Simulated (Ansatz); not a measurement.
A made-up structure of NaGeH3S, singlet:

```json
{"atom": "Na1", "x (Å)": "0.1685", "y (Å)": "-1.5003", "z (Å)": "1.9766"}
{"atom": "S2", "x (Å)": "1.1631", "y (Å)": "-1.4252", "z (Å)": "-0.3247"}
{"atom": "Ge3", "x (Å)": "-0.0540", "y (Å)": "0.3613", "z (Å)": "-0.4466"}
{"atom": "H4", "x (Å)": "-1.1788", "y (Å)": "0.3236", "z (Å)": "-1.5059"}
{"atom": "H5", "x (Å)": "0.7282", "y (Å)": "1.6821", "z (Å)": "-0.6272"}
{"atom": "H6", "x (Å)": "2.0767", "y (Å)": "-2.3997", "z (Å)": "-0.5801"}
```

It is relaxed with PBE-D4/def2-SVP and then PBE0-D4/def2-TZVP (Ansatz 0.2.0). Atoms count as bonded within 1.22 times the sum of their covalent radii (H–H: 0.88 Å). The end point is not checked to be a true minimum.

**Question.** Does its bonding change? (A judgement: the text doesn't fix the answer.)

**Answer.** Computed: No: no bond forms or breaks.

Where it ends: The first stage lowers the energy by 1.58 eV in 20 steps. It ends as NaGeH₃S ([Na]1[SH][GeH2]1):
```csv
atom,x (Å),y (Å),z (Å)
Na1,0.0861,-1.3088,1.9441
S2,0.8912,-1.8582,-0.5800
Ge3,-0.0375,0.3656,-0.2191
H4,-1.1682,0.1873,-1.2951
H5,0.9838,1.1657,-1.0993
H6,2.1483,-1.5096,-0.2584
```

Labels in which every atom is bracketed show which atoms are joined, not bond orders.

For scale, one of the runs: PBE0-D4/def2-TZVP relaxation, 135 basis functions, launched by `ansatz run in.yaml --threads 2 --pin off --events-out ev --progress --plain --max-ram 4352MiB`. The run took about 27 s on 2 CPU threads of an Arm Neoverse V1 (shared host).
